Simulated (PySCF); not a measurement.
C₄H₄, SMILES C#CC=C.

The structure is a stationary point at PBE-D3(BJ)/def2-SVP.

The numbers are results of PBE-D3(BJ)/def2-SVP (PySCF 2.14.0), not measurements.

Frequencies are harmonic and unscaled.

```tsv
mode	ν (cm⁻¹)	IR (km/mol)	moving atoms (share of kinetic energy)
1	213	2.3	C 74 %, H 26 %
2	316	8.2	C 60 %, H 40 %
3	533	2.6	C 78 %, H 22 %
4	625	37.7	H 76 %, C 24 %
5	646	39.4	H 80 %, C 20 %
6	681	2.0	C 53 %, H 47 %
7	883	0.9	C 61 %, H 39 %
8	900	34.2	H 72 %, C 28 %
9	966	14.9	H 91 %, C 9 %
10	1065	4.3	H 54 %, C 46 %
11	1255	0.3	H 76 %, C 24 %
12	1371	2.6	H 82 %, C 18 %
13	1627	7.8	C 87 %, H 13 %
14	2146	0.0	C 92 %, H 8 %
15	3070	4.6	H 92 %
16	3087	1.6	H 94 %
17	3192	2.9	H 89 %, C 11 %
18	3407	74.4	H 86 %, C 14 %
```
